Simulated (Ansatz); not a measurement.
`[CH3][Ge]([CH3])([CH3])[Cl]` + HBr → `[CH3][Ge]([CH3])([CH3])[Br]` + HCl at 600 K and 1 bar (ligand exchange at a Ge–Cl bond).

Calculated with Ansatz (gas phase, PBE0-D4/def2-TZVP geometries, no zero-point term in ΔE). CCSD(T)/CBS adds triple-zeta CCSD(T) − MP2 to the extrapolated MP2 energy (def2 sets, frozen cores). This one scheme is used for every species. For Br, Ge outer-core shells are correlated without core-valence functions, which leaves a few kJ/mol of doubt a bond. Scalar relativity is left out up to krypton.

```
                      species  CCSD(T)/CBS energy (Eh)  H − E (kJ/mol)  S (J/(mol·K))
`[CH3][Ge]([CH3])([CH3])[Cl]`              -2655.54911           370.5          499.8
                          HBr              -2573.91920            33.5          219.1
`[CH3][Ge]([CH3])([CH3])[Br]`              -4769.09095           370.3          511.1
                          HCl               -460.38127            35.4          207.2
```

H − E and S are ideal-gas, rigid-rotor, harmonic terms from PBE0-D4/def2-TZVP. 1 Eh = 2625.50 kJ/mol, R = 8.31446 J/(mol·K).

**Question.** By hand: ΔE, ΔH, ΔS and ΔG.

**Answer.** ΔE = (-4769.09095) + (-460.38127) − (-2655.54911) − (-2573.91920) = -0.00391 Eh = -10.3 kJ/mol. Δ(H − E) = 370.3 + 35.4 − 370.5 − 33.5 = 1.7, so ΔH = -8.6 kJ/mol. ΔS = 511.1 + 207.2 − 499.8 − 219.1 = -0.6 J/(mol·K). ΔG = -8.6 − 600 × (-0.6)/1000 = -8.2 kJ/mol.

**Question.** By hand: the equilibrium constant, and the temperature at which ΔG would vanish if ΔH and ΔS stayed fixed.

**Answer.** log₁₀ K = −ΔG/(RT ln 10) = 0.7. ΔG = 0 at ΔH/ΔS = 14333 K, far beyond where these terms or the molecules hold.

The number of gas molecules stays the same, so ΔS is small and ΔH decides. A doubt of 5 kJ/mol in ΔE shifts log₁₀ K by 0.4 here. These are equilibria of isolated gas molecules and say nothing of rates. Largest T1 diagnostic: 0.009 (customary marks: 0.02 for closed shells, 0.045 for open ones).
